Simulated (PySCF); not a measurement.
H3IrO3, multiplicity 1. Atoms are numbered in the order given.

```xyz
7

Ir    -0.0092     0.0020     0.0000
O     -0.0862     0.9061     1.5966
H      0.8169     1.0957     1.9060
O      0.1496    -1.8285     0.0000
H     -0.7452    -2.2128     0.0000
O     -0.0862     0.9061    -1.5966
H      0.8169     1.0957    -1.9060
```
Charge 0, spin multiplicity 1.

Coordinates come from a PBE0-D3(BJ)/def2-SVP optimisation. The spin state was assumed, not searched. The def2 effective core potentials stand for the cores of Ir; spin–orbit coupling is left out. One conformer was computed; it need not be the lowest.

Calculation: TDDFT-PBE/def2-SVPD (PySCF 2.14.0).

Vertical excitations.  State labels are in the subgroup Cs.

| state | symmetry | energy (eV) | λ (nm) | f | main pairs |
|---|---|---|---|---|---|
| S1 | A" | 2.22 | 559 | 0.001 | HOMO→LUMO 69 %, HOMO−1→LUMO+1 30 % |
| S2 | A' | 2.27 | 547 | 0.002 | HOMO→LUMO+1 54 %, HOMO−1→LUMO 44 % |
| S3 | A" | 2.37 | 523 | 0.001 | HOMO−2→LUMO 65 %, HOMO−1→LUMO+1 21 %, HOMO→LUMO 14 % |
| S4 | A' | 2.40 | 516 | 0.001 | HOMO−2→LUMO+1 53 %, HOMO→LUMO+1 29 %, HOMO−1→LUMO 19 % |
| S5 | A" | 2.74 | 452 | 0.000 | HOMO−1→LUMO+1 50 %, HOMO−2→LUMO 35 %, HOMO→LUMO 17 % |
| S6 | A' | 2.75 | 451 | 0.000 | HOMO−2→LUMO+1 45 %, HOMO−1→LUMO 38 %, HOMO→LUMO+1 18 % |
| S7 | A" | 4.37 | 283 | 0.001 | HOMO−1→LUMO+2 100 % |
| S8 | A' | 4.38 | 283 | 0.001 | HOMO→LUMO+2 76 %, HOMO−2→LUMO+2 24 % |
| S9 | A' | 4.74 | 262 | 0.005 | HOMO−2→LUMO+2 75 %, HOMO→LUMO+2 23 % |
| S10 | A' | 5.07 | 245 | 0.035 | HOMO→LUMO+3 92 % |
| T1 | A' | 1.70 | 730 | 0 | HOMO−1→LUMO 71 %, HOMO→LUMO+1 23 % |
| T2 | A" | 1.74 | 712 | 0 | HOMO→LUMO 86 % |
| T3 | A' | 1.79 | 694 | 0 | HOMO→LUMO+1 65 %, HOMO−1→LUMO 28 % |
| T4 | A" | 1.82 | 683 | 0 | HOMO−1→LUMO+1 96 % |
Triplets are in the Tamm–Dancoff approximation, which puts them higher than full response would, so one can lie above its singlet here.
